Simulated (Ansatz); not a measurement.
The same ligand exchange along the group F, Cl, I.

Program: Ansatz. Geometries: PBE0-D4/def2-TZVP. ΔE: electronic, gas phase. CBS: MP2 limit from def2 TZ/QZ plus the TZ coupled-cluster correction, frozen cores. This one scheme is used for every species. DFT in def2-TZVPP. B3LYP here is the variant with VWN-RPA as its local correlation; programs differ in this. def2 core potentials past Kr. For I, Te outer-core shells are correlated without core-valence functions, which leaves a few kJ/mol of doubt a bond.

```json
{"reaction": "`FC[TeH]` + PH₃ → `P[TeH]` + `CF`", "B3LYP-D4 (kcal/mol)": "-17.2", "RPA@PBE/def2-TZVPP (kcal/mol)": "-15.1", "B2PLYP (kcal/mol)": "-16.9"}
{"reaction": "`ClC[TeH]` + PH₃ → `P[TeH]` + `CCl`", "B3LYP-D4 (kcal/mol)": "-19.4", "RPA@PBE/def2-TZVPP (kcal/mol)": "-16.3", "B2PLYP (kcal/mol)": "-19.2"}
{"reaction": "`[TeH]CI` + PH₃ → `P[TeH]` + `CI`", "B3LYP-D4 (kcal/mol)": "-18.7", "RPA@PBE/def2-TZVPP (kcal/mol)": "-15.8", "B2PLYP (kcal/mol)": "-18.5"}
```

Problem. Give the CCSD(T)/CBS values in the same order. (Best estimate.)

Solution. Computed: -17.1, -18.5, -17.5 kcal/mol.

Largest T1 diagnostic: 0.013, for PH₃.
